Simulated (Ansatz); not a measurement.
Worked example: vertical ionisation energy of GeH4 (germane)

The species is GeH4 (5 atoms), meant as a singlet with charge 0. SMILES: `[GeH4]`. The shape is that of a PBE0-D4/def2-TZVP optimisation.

Both states at this one shape; open shells run unrestricted unless said. 1 Eh = 27.2114 eV.

| level | program | singlet GeH4 (Eh) | doublet [GeH4]+ (Eh) |
| --- | --- | --- | --- |
| HSE06/STO-3G | Ansatz | -2055.223008 | -2054.839615 |
| MP2/STO-3G, 9 core orbitals frozen | Ansatz | -2054.118208 | -2053.727992 |

Work out the vertical ionisation energy at each level.


1. HSE06/STO-3G: -2054.839615 − (-2055.223008) = 0.383393 Eh = 10.43 eV.
2. MP2/STO-3G: -2053.727992 − (-2054.118208) = 0.390216 Eh = 10.62 eV.

No measured value is set beside it here; the levels span 10.43 to 10.62 eV. Minimal sets are far from the basis-set limit. All-electron rows are non-relativistic unless named.
